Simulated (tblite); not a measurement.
Species: C₈H₇FO₂.
Z-matrix (Å and degrees, GFN2-xTB geometry), rows numbered from 1:
```
C 
O   1  1.4102
C   2  1.3481  1  119.15
C   3  1.4014  2  115.76  1  -179.85
C   4  1.3731  3  120.70  2  -179.98
C   5  1.3992  4  120.01  3    -0.01
C   6  1.4545  5  122.53  4   179.91
O   7  1.1867  6  129.35  5   179.92
F   7  1.3732  6  112.27  5    -0.11
C   6  1.3961  5  119.29  4    -0.02
C  10  1.3778  6  120.82  5     0.02
H   1  1.0938  2  111.40  3    61.15
H   1  1.0884  2  105.65  3   179.78
H   1  1.0939  2  111.43  3   -61.60
H   4  1.0783  3  118.02  2    -0.01
H   5  1.0791  4  120.19  3   179.98
H  10  1.0794  6  118.65  5   180.00
H  11  1.0779  3  120.90  2     0.03
```

Computed values, GFN2-xTB/tblite, gas phase, harmonic and unscaled. Against measured fundamentals such values can be off by several per cent, at times by over 20. One conformer, not necessarily the lowest.

Harmonic wavenumbers (cm⁻¹): 58.1, 73.3, 134.6, 150.8, 217.3, 247.6, 284.9, 320.1, 380.0, 446.6, 476.9, 508.4, 572.9, 605.8, 640.1, 711.5, 711.7, 819.8, 828.3, 860.3, 913.7, 923.1, 952.7, 1017.1, 1058.3, 1117.9, 1127.7, 1156.9, 1179.6, 1225.9, 1266.6, 1278.6, 1346.3, 1399.8, 1421.6, 1468.1, 1475.2, 1479.2, 1560.5, 1592.3, 1816.7, 2947.7, 2958.1, 3035.0, 3097.9, 3101.7, 3113.9, 3114.6.

A = 3498, B = 563.3, C = 486.6 MHz; mass 154.043 u (most abundant isotopes); point group Cs, symmetry number 1.

Task: Zero-point energy?

Result: Half the sum of the wavenumbers: 28598 cm⁻¹ = 81.77 kcal/mol.

Task: Entropy at 400 K, 1 bar (ideal gas, RRHO, classical rotation)?

Result: Translation 42.49, rotation 31.07, vibration 37.78: S = 111.3 cal/(mol K).

Task: And Cp and H(400 K) − H(0)?

Result: Cp = 48.93 cal/(mol K), of which vibrations give 40.98 (their classical limit is 48 R = 95.4); H(400 K) − H(0) = 11.31 kcal/mol without the zero-point energy, 8.13 from vibrations.

Task: Which modes carry the vibrational entropy at 400 K?

Result: 58.1 cm⁻¹: 5.10; 73.3 cm⁻¹: 4.64; 134.6 cm⁻¹: 3.45; 150.8 cm⁻¹: 3.23; 217.3 cm⁻¹: 2.53; 247.6 cm⁻¹: 2.28 cal/(mol K); the other 42 give 16.56 together.

Task: How do the functions run with temperature in this model?

Result: 
| T (K) | S (cal/(mol K)) | Cp (cal/(mol K)) | H − H(0) (kcal/mol) | G − H(0) (kcal/mol) | ln q(vib) |
| --- | --- | --- | --- | --- | --- |
| 50 | 59.4 | 12.4 | 0.48 | -2.49 | 0.37 |
| 100 | 69.7 | 17.8 | 1.24 | -5.73 | 1.38 |
| 298.15 | 98.5 | 38.8 | 6.83 | -22.54 | 6.20 |
| 373.15 | 108.0 | 46.4 | 10.03 | -30.29 | 8.10 |
| 500 | 123.2 | 57.3 | 16.63 | -44.97 | 11.34 |
| 750 | 149.5 | 72.0 | 32.96 | -79.15 | 17.57 |
| 1000 | 171.5 | 81.0 | 52.18 | -119.35 | 23.38 |

q(vib) and H(0) count from the zero-point level.

Hindered rotation and anharmonicity are outside this model. Other conformers, if any are populated, would add a mixing term that is left out.
